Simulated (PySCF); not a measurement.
C3H3F4, SMILES FC(C[C](F)F)F (connectivity only; charge and spin as stated), charge +1, multiplicity 1.

The structure is a stationary point at PBE0-D3(BJ)/def2-SVP. The multiplicity is an assumed one; no other spin state was optimised. The isomer is the one that the SMILES or the coordinates give; other isomers of the formula were not compared. The values are those of a single conformer.

The numbers are results of TDA-CAM-B3LYP/def2-SVPD (PySCF), not measurements.

Vertical excitations. The molecule is in vacuum.

Task: List the lowest excited states. (Estimate from the structure and the level; the computed values follow.)

Result: 
```
state  energy (eV)  λ (nm)      f                                                              main pairs
-----  -----------  ------  -----  ----------------------------------------------------------------------
S1            5.44     228  0.144                                                          HOMO→LUMO 96 %
S2            6.73     184  0.007                                      HOMO−2→LUMO 67 %, HOMO−1→LUMO 21 %
S3            7.04     176  0.020                                      HOMO−1→LUMO 60 %, HOMO−4→LUMO 29 %
S4            7.42     167  0.044                    HOMO−4→LUMO 57 %, HOMO−2→LUMO 25 %, HOMO−1→LUMO 11 %
S5            7.48     166  0.003                                      HOMO−3→LUMO 77 %, HOMO−5→LUMO 14 %
S6            8.08     153  0.047                                      HOMO−5→LUMO 69 %, HOMO−3→LUMO 19 %
S7            8.68     143  0.001                                      HOMO−7→LUMO 56 %, HOMO−6→LUMO 37 %
S8            9.86     126  0.050                     HOMO−6→LUMO 48 %, HOMO−7→LUMO 32 %, HOMO−5→LUMO 9 %
S9           10.19     122  0.052                                                        HOMO→LUMO+1 91 %
S10          10.65     116  0.100                                                        HOMO−8→LUMO 90 %
T1            4.40     282      0                                                          HOMO→LUMO 95 %
T2            6.52     190      0                                      HOMO−2→LUMO 75 %, HOMO−4→LUMO 17 %
T3            6.64     187      0  HOMO−1→LUMO 41 %, HOMO−5→LUMO 27 %, HOMO−3→LUMO 15 %, HOMO−4→LUMO 10 %
T4            7.08     175      0                                      HOMO−4→LUMO 66 %, HOMO−2→LUMO 17 %
```
Triplets are in the Tamm–Dancoff approximation.
